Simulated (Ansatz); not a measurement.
MoO₃⁺ was relaxed with B3LYP-D4 (def2-TZVP) in Ansatz in these states: charge +1 doublet, charge +1 quartet. The geometries follow in no particular order.

In the def2 sets Mo takes a core potential; there is no spin–orbit coupling.

A:

```
atom   x (Å)   y (Å)   z (Å)
 Mo1   0.187   0.378  -0.292
  O2   0.900   0.397   1.214
  O3  -1.616   0.330   0.049
  O4   0.528  -1.105  -0.971
```

B:

```xyz
4

Mo   -0.214    0.095    0.247
O     1.475    0.619    0.768
O    -0.417   -1.542    0.307
O    -0.844    0.827   -1.323
```

Q: Judge from the bond lengths which geometry belongs to which state (an estimate).

A: A is the charge +1 doublet (Mo1–O3 1.836 Å, Mo1–O2 1.666 Å, Mo1–O4 1.666 Å); B is the charge +1 quartet (Mo1–O3 1.651 Å, Mo1–O2 1.843 Å, Mo1–O4 1.843 Å).

At PBE0-D4/def2-TZVP a doublet lies 2.16 eV below the charge +1 quartet. These are the stationary points nearest to one start from a short search; other shapes may lie lower in each state.
